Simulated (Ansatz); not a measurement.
Ansatz results at the PBE0-D4/def2-TZVP geometry: HOMO energy (PBE/def2-TZVPP) -6.57 eV; LUMO energy (PBE0/def2-TZVPP) -1.24 eV; LUMO energy (PBE/def2-TZVPP) -2.12 eV.

Each molecule was computed in one conformer, which needn't be the lowest.

**Question.** Which molecule gave them?
A. `BSC(F)[SiH3]`
B. `CSB(F)[SiH3]`
C. `F[Si]1(S)CC1`
D. `O=C=CO`

**Answer.** B. The others give `O=C=CO`: -5.41, -1.48, -2.63; `BSC(F)[SiH3]`: -7.16, -1.53, -2.47; `F[Si]1(S)CC1`: -5.98, 0.19, -0.73.
